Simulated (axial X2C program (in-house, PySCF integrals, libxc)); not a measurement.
# Nuclear properties of HAsH⁺

Calculated with an in-house all-electron X2C program for linear molecules (integrals from PySCF): two-component X2C with atomic mean-field Coulomb and Gaunt terms, Gaussian nuclei, basis H dyall-v3z, As dyall-v3z with contracted cores.

H–As–H held linear, with bonds 1.486 and 1.486 Å (near the PBE0 minimum at charge 1 of the determinant lowest at the starting distance; the state shown can have its own minimum elsewhere, held linear; other orders of the atoms were not compared).

Determinant lowest in the PBE0 search, Ω = 1 (⟨Sz⟩ = 1.00, ⟨Lz⟩ = 0.00 at PBE0), spin on the atoms H -0.03, As 1.07, H -0.03:

```
level  A∥/gI H (MHz)  qzz H (a.u.)  A∥/gI As (MHz)  qzz As (a.u.)
 PBE0          -10.1          0.15            57.9          -1.21
   HF          -22.6          0.15             790          -1.74
  LDA          -4.96          0.15            -217          -1.10
```

Determinant 0.95 eV from it at PBE0 and this distance, Ω = 0 (closed shell), highest spinor 91% As p, 8% H p:

```csv
level,qzz H (a.u.),qzz As (a.u.)
PBE0,0.15,-1.24
HF,0.15,-2.00
LDA,0.15,-1.05
```

A∥ (defined per Ω) follows by multiplying with gI = μI/(I μN); qzz is the electric field gradient, eQq0 = 234.96 MHz × Q/barn × qzz. The operators were transformed with the bare-nucleus X2C matrices; with these basis sets, hyperfine constants and field gradients can be off by tens of per cent, and where levels differ in sign neither size nor sign is settled.

(1) With Q(75As) = 0.311 barn (Q from Pyykkö, Mol. Phys. 2018), turn the PBE0 values of the first state into constants in MHz.

The molecule was held linear; bending was not examined, so a bent shape may lie lower.

Each state is one determinant with collinear spin, which with several unpaired electrons need not be a pure state. Unrestricted Hartree–Fock can overshoot spin polarisation at the nuclei. A closed determinant beside an open π² or δ² triplet, such as (π1/2)², mixes with its partner pair into the 0⁺ component of the triplet and ¹Σ⁺, so its energy is not that of a level, and 0⁺ can lie lowest. With several open shells hyperfine constants can be off by a factor of several. Open-shell Ω = 0 determinants with evenly filled partner blocks cannot be reached by this program, so the Ω shown need not be the lowest component. The search compared states at one distance, so a state with another bond length can lie lower. Where a field gradient or hyperfine factor spreads by more than a factor of two over the levels, a constant derived from it is not to be relied on. PBE0 term energies can be off by some tenths of an eV.

Results:

(1) eQq0(75As) = 234.96 × (0.311) × (-1.21) = -88.4 MHz.
